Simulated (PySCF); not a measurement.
## Radial density of Pb⁴⁴⁺ (lead, charge +44)

r2SCAN, [Kr] 4d2, high-spin 3F determinant. Calculation: PySCF 2.14, in an even-tempered Gaussian basis (18 s from 5.2 bohr⁻², ratio 2.5; 14 p from 6.7 bohr⁻², ratio 2.5; 8 d from 6.7 bohr⁻², ratio 2.5; 4 f from 27 bohr⁻², ratio 2.7; 3 g from 41 bohr⁻², ratio 2.7); scalar relativity by spin-free X2C-1e.

| r (bohr) | 4πr²ρ (e/bohr) | 4πr²(ρα − ρβ) |
| --- | --- | --- |
| 0.0149 | 108.6 | 0.0045 |
| 0.0251 | 106.9 | 0.0586 |
| 0.0422 | 150.9 | 0.4858 |
| 0.0710 | 126.7 | 2.1314 |
| 0.119 | 133.1 | 2.5985 |
| 0.201 | 83.25 | 0.2156 |
| 0.338 | 44.38 | 7.4330 |
| 0.568 | 7.242 | 1.4514 |
| 0.956 | 0.02146 | 0.0066 |

Densities and radii are taken from the X2C orbitals without a picture-change correction, which distorts them close to the nucleus.

Spin-orbit coupling is strong in this species (close to jj coupling), so the high-spin LS determinant is a model state, not a physical level.
